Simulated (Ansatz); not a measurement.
Ge(NCO)4 (GeC4N4O4). Total charge 0; singlet. Geometry PBE-D4/def2-SVP; atoms count from 1.

Cartesian coordinates in Å:
```
Ge 0.046 -0.085 0.065
N -0.521 1.335 1.034
C -0.145 2.399 1.503
O 0.131 3.435 1.987
N 1.563 -0.732 0.804
C 2.570 -1.370 0.534
O 3.566 -1.971 0.363
N 0.403 0.386 -1.648
C -0.150 0.659 -2.704
O -0.598 0.934 -3.757
N -1.250 -1.346 0.080
C -2.300 -1.643 0.632
O -3.314 -2.002 1.107
```

Question: Estimate the Mulliken populations from the PBE0/def2-TZVP orbitals of Ansatz.

Answer: 
```tsv
atom	charge (e)
Ge1	0.72
N2	-0.31
C3	0.33
O4	-0.20
N5	-0.30
C6	0.33
O7	-0.21
N8	-0.30
C9	0.33
O10	-0.21
N11	-0.30
C12	0.33
O13	-0.21
```
Mulliken values and Mayer orders depend strongly on the basis.

Question: And the Mayer bond orders between bonded heavy atoms (over 0.3)?

Answer: Ge1–N2 1.00 (1.81 Å); Ge1–N5 1.02 (1.81 Å); Ge1–N8 1.00 (1.81 Å); Ge1–N11 1.01 (1.81 Å); N2–C3 2.00 (1.22 Å); C3–O4 2.15 (1.18 Å); N5–C6 1.99 (1.22 Å); C6–O7 2.15 (1.18 Å); N8–C9 2.00 (1.22 Å); C9–O10 2.14 (1.18 Å); N11–C12 1.99 (1.22 Å); C12–O13 2.15 (1.18 Å).
